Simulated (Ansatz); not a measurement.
This geometry of CH$_{5}$B$_{2}$Cl (9 atoms, charge 0, multiplicity 1) is a first-order saddle point.

Computed with RKS PBE-D4/def2-SVPD (Ansatz).

```xyz
9
Properties=species:S:1:pos:R:3
B -0.489 1.296 0.045
C 0.065 -0.031 0.626
B 0.327 -0.991 -0.594
Cl 0.972 -2.618 -0.318
H 0.265 2.181 -0.304
H -1.680 1.438 -0.146
H 1.041 0.043 1.156
H -0.627 -0.591 1.294
H 0.128 -0.726 -1.760
```

Which two structures does it join? (They come from a converged band through this point; their orientation in space is the band's.)

No bond is made or broken. The dihedral H8–C2–B3–Cl4 goes from 19 to -141°. The two ends are copies of one structure, up to a mirror image or an exchange of like atoms.

Image 0:

```xyz
9
Properties=species:S:1:pos:R:3
B -0.655 1.150 0.046
C 0.117 -0.064 0.651
B 0.565 -0.950 -0.550
Cl -0.176 -2.530 -0.840
H -0.084 1.927 -0.692
H -1.833 1.317 0.281
H 1.083 0.367 1.011
H -0.419 -0.614 1.444
H 1.402 -0.603 -1.351
```

Image 6:

```xyz
9
Properties=species:S:1:pos:R:3
B -0.438 1.249 -0.017
C 0.274 0.006 0.605
B 0.120 -1.156 -0.421
Cl 1.513 -1.751 -1.335
H 0.186 2.251 -0.293
H -1.628 1.211 -0.253
H 1.311 0.181 0.941
H -0.397 -0.309 1.441
H -0.941 -1.682 -0.668
```

How far does it lie above each of them?

0.131 eV above the first and 0.131 eV above the second. This is the barrier of this one path; another mechanism may lie lower.

Run time: 27 s on 2 threads of Intel(R) Xeon(R) 6975P-C (Granite Rapids) (shared host), peak memory 0.17 GiB.
